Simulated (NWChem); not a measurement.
System: C$_{3}$H$_{3}$F$_{3}$; SMILES F[C@H]1CC1(F)F

Input file for NWChem:

```
start job
memory heap 200 mb stack 900 mb global 1100 mb
geometry units angstroms noautosym nocenter noautoz
  F     -0.373954    -1.840889     0.378359
  C      0.491368    -0.809935     0.326445
  C      0.789551    -0.197714    -1.031476
  C     -0.027116     0.530300    -0.029297
  F     -1.332043     0.683566    -0.245497
  F      0.482694     1.604766     0.580682
  H      1.301555    -0.879083     1.060894
  H      1.808605     0.138073    -1.238742
  H      0.235440    -0.624062    -1.872378
end
basis spherical
  * library 6-31g*
end
dft
  xc hfexch
  iterations 150
  mulliken
end
task dft energy
esp
  recalculate
  probe 0.07
  range 0.3
  factor 1.0
  spacing 0.02
end
task esp
```

Excerpt of the output:

```
             Northwest Computational Chemistry Package (NWChem) 7.3.0
             --------------------------------------------------------

                             Geometry "geometry" -> ""
                             -------------------------

 Output coordinates in angstroms (scale by  1.889725989 to convert to a.u.)

  No.       Tag          Charge          X              Y              Z
 ---- ---------------- ---------- -------------- -------------- --------------
    1 F                    9.0000    -0.37395400    -1.84088900     0.37835900
    2 C                    6.0000     0.49136800    -0.80993500     0.32644500
    3 C                    6.0000     0.78955100    -0.19771400    -1.03147600
    4 C                    6.0000    -0.02711600     0.53030000    -0.02929700
    5 F                    9.0000    -1.33204300     0.68356600    -0.24549700
    6 F                    9.0000     0.48269400     1.60476600     0.58068200
    7 H                    1.0000     1.30155500    -0.87908300     1.06089400
    8 H                    1.0000     1.80860500     0.13807300    -1.23874200
    9 H                    1.0000     0.23544000    -0.62406200    -1.87237800

 Effective nuclear repulsion energy (a.u.)     252.9002451607

  xc_inp: hfexch multiplicative factor not found.

                                 NWChem DFT Module
                                 -----------------

 Summary of "ao basis" -> "ao basis" (spherical)
 ------------------------------------------------------------------------------
       Tag                 Description            Shells   Functions and Types
 ---------------- ------------------------------  ------  ---------------------
 F                           6-31g*                  6       14   3s2p1d
 C                           6-31g*                  6       14   3s2p1d
 H                           6-31g*                  2        2   2s

            General Information
            -------------------
          SCF calculation type: DFT
          Wavefunction type:  closed shell.
          No. of atoms     :     9
          No. of electrons :    48
           Alpha electrons :    24
            Beta electrons :    24
          Charge           :     0
          Spin multiplicity:     1
          Use of symmetry is: off; symmetry adaption is: off
          Maximum number of iterations: 150
          AO basis - number of functions:    90
                     number of shells:    42
          Convergence on energy requested:  1.00D-06
          Convergence on density requested:  1.00D-05
          Convergence on gradient requested:  5.00D-04

              XC Information
              --------------
                     Hartree-Fock (Exact) Exchange  1.000

      Superposition of Atomic Density Guess
      -------------------------------------

 Sum of atomic energies:        -412.59245613

      Non-variational initial energy
      ------------------------------

 Total energy =    -415.267105
 1-e energy   =   -1074.225220
 2-e energy   =     406.057869
 HOMO         =      -0.259139
 LUMO         =       0.116364

     ---------------------------------------------
      Total Density - Mulliken Population Analysis
     ---------------------------------------------

    Atom       Charge   Shell Charges
 -----------   ------   -------------------------------------------------------
    1 F    9     9.47   2.00  0.94  3.41  1.01  2.10  0.01
    2 C    6     5.72   2.00  0.68  1.72  0.55  0.71  0.07
    3 C    6     6.66   2.00  0.72  2.06  0.67  1.17  0.03
    4 C    6     4.91   2.00  0.63  1.46  0.34  0.37  0.11
    5 F    9     9.46   2.00  0.94  3.40  1.01  2.10  0.01
    6 F    9     9.47   2.00  0.94  3.40  1.01  2.11  0.01
    7 H    1     0.81   0.47  0.34
    8 H    1     0.75   0.46  0.30
    9 H    1     0.75   0.45  0.30

[...]

                     NWChem Electrostatic Potential Fit Module
                     -----------------------------------------

 Atom parameters

 Number of atoms is                                    9
 Number of basis functions is                         90

 Grid parameters

 Maximum number of grid points is                  36564
 Number of grid points is                          36563
 Grid range                                     0.300000 nm
 Grid spacing                                   0.020000 nm
 Probe radius                                   0.070000 nm
 Atom radius factor                             1.000000

 Atomic radii

    1    0.100000
    6    0.147000
    9    0.128000
 FASTESP  F
  using M.O. file = ./job.movecs

    Atom              Coordinates                           Charge

                                                  ESP

    1 F    -0.037395   -0.184089    0.037836   -0.240957
    2 C     0.049137   -0.080994    0.032645    0.173550
    3 C     0.078955   -0.019771   -0.103148   -0.338841
    4 C    -0.002712    0.053030   -0.002930    0.567592
    5 F    -0.133204    0.068357   -0.024550   -0.246250
    6 F     0.048269    0.160477    0.058068   -0.277072
    7 H     0.130156   -0.087908    0.106089    0.076544
    8 H     0.180861    0.013807   -0.123874    0.127207
    9 H     0.023544   -0.062406   -0.187238    0.158226
                                            ------------
                                                0.000000

 Dipole moment                                  0.934465

 Quadrupole moment Qxx                          1.191792
                   Qyy                         -8.772561
                   Qzz                          7.580770

 RMS deviation kJ/mol                           0.053171

 RRMS %                                        22.742554
```

Level: Hartree-Fock/6-31G* (spherical d). Geometry: optimised at PBE0/def2-SVP.
